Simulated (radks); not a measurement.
Species: Sb+. Configuration: [Kr] 4d10 5s2 5p2.

Calculated with a radial shooting solver on a logarithmic mesh with Libxc functionals: scalar-relativistic Kohn-Sham, LDA (Slater exchange, Perdew-Wang correlation), spin-polarised, spherical densities, point nucleus; open shells are filled with parallel spins first (spin-orbit coupling, left out, can overturn this in heavy ions).

Energy parts (eV):
| part | energy |
|---|---|
| total | -176212.176 |
| kinetic | 184255.007 |
| electron-nucleus | -425912.051 |
| Hartree | 69917.294 |
| exchange-correlation | -4472.426 |

Orbitals (lengths in bohr, moments of r in powers of bohr; r(max) is where P^2 peaks):
| orbital | occ. | eigenvalue (eV) | <r> | r(max) |
|---|---|---|---|---|
| 1s up | 1 | -30279.39 | 0.02845 | 0.01837 |
| 1s down | 1 | -30279.34 | 0.02845 | 0.01837 |
| 2s up | 1 | -4615.785 | 0.1227 | 0.1038 |
| 2s down | 1 | -4615.759 | 0.1227 | 0.1038 |
| 2p up | 3 | -4147.144 | 0.1072 | 0.08306 |
| 2p down | 3 | -4147.103 | 0.1072 | 0.08306 |
| 3s up | 1 | -911.2611 | 0.3311 | 0.3003 |
| 3s down | 1 | -911.2131 | 0.3311 | 0.3003 |
| 3p up | 3 | -758.4821 | 0.3292 | 0.2937 |
| 3p down | 3 | -758.4297 | 0.3292 | 0.2937 |
| 3d up | 5 | -524.6422 | 0.3057 | 0.2440 |
| 3d down | 5 | -524.5939 | 0.3056 | 0.2440 |
| 4s up | 1 | -157.0298 | 0.7907 | 0.7221 |
| 4s down | 1 | -156.9248 | 0.7906 | 0.7221 |
| 4p up | 3 | -110.1451 | 0.8526 | 0.7617 |
| 4p down | 3 | -110.0240 | 0.8520 | 0.7618 |
| 4d up | 5 | -42.1252 | 1.032 | 0.8469 |
| 4d down | 5 | -41.8853 | 1.027 | 0.8464 |
| 5s up | 1 | -21.4417 | 2.153 | 1.872 |
| 5s down | 1 | -20.2066 | 2.145 | 1.856 |
| 5p up | 2 | -12.7347 | 2.642 | 2.243 |
| 5p down | 0 | -11.4506 | 2.675 | 2.234 |

The highest occupied level is 5p up at -12.735 eV. Spin moment in Bohr magnetons: 2.
